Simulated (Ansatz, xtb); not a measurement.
## F2HOSi2−: where a starting geometry ends

The starting geometry of this gas-phase singlet has its atoms placed at random.

```yaml
atoms:
  - { symbol: F, position_ang: [-1.3612, 1.5309, -0.5040] }
  - { symbol: F, position_ang: [-0.6368, -0.3882, -1.1941] }
  - { symbol: O, position_ang: [0.4749, 1.3603, 0.9338] }
  - { symbol: Si, position_ang: [-0.3144, -0.8070, 0.2579] }
  - { symbol: Si, position_ang: [0.4934, 1.8467, -0.5509] }
  - { symbol: H, position_ang: [0.4646, -0.4596, 1.3812] }
```

Question: Guess where an optimisation with r2SCAN-D4/def2-SVPD ends from this start.

Answer: It ends as `F[Si]O[SiH-]F`. Distances that change by over a tenth: F1–Si5 (1.88 → 1.69 Å), F2–Si4 (1.55 → 1.72 Å), Si4–H6 (1.41 → 1.56 Å). Contacts that close: O3–Si4 (2.40 → 1.78 Å).

The energy falls by 5.25 eV over 23 steps:

```json
{"step": "1", "E − E(last) (eV)": "5.246"}
{"step": "3", "E − E(last) (eV)": "2.247"}
{"step": "6", "E − E(last) (eV)": "0.401"}
{"step": "8", "E − E(last) (eV)": "0.190"}
{"step": "11", "E − E(last) (eV)": "0.055"}
{"step": "13", "E − E(last) (eV)": "0.014"}
{"step": "16", "E − E(last) (eV)": "0.002"}
{"step": "18", "E − E(last) (eV)": "0.000"}
{"step": "21", "E − E(last) (eV)": "0.000"}
{"step": "23", "E − E(last) (eV)": "0.000"}
```

Final geometry (Å):

```xyz
6

F    -1.0309    2.4430   -1.4291
F    -0.6224   -1.2354   -0.6565
O     0.0317    1.0453    0.5403
Si   -0.3343   -0.6550    0.9327
Si   -0.0884    2.5522   -0.0324
H     1.1649   -1.0670    0.9689
```

From the same start GFN2-xTB reaches the same bonding as this run.

From so rough a start the end depends on the optimiser's path, so another program may land elsewhere. No frequencies were run, so the end isn't proven a minimum. Run with Ansatz 0.2.0, 39 s on 2 threads of Intel(R) Xeon(R) 6975P-C (Granite Rapids), on a shared host.
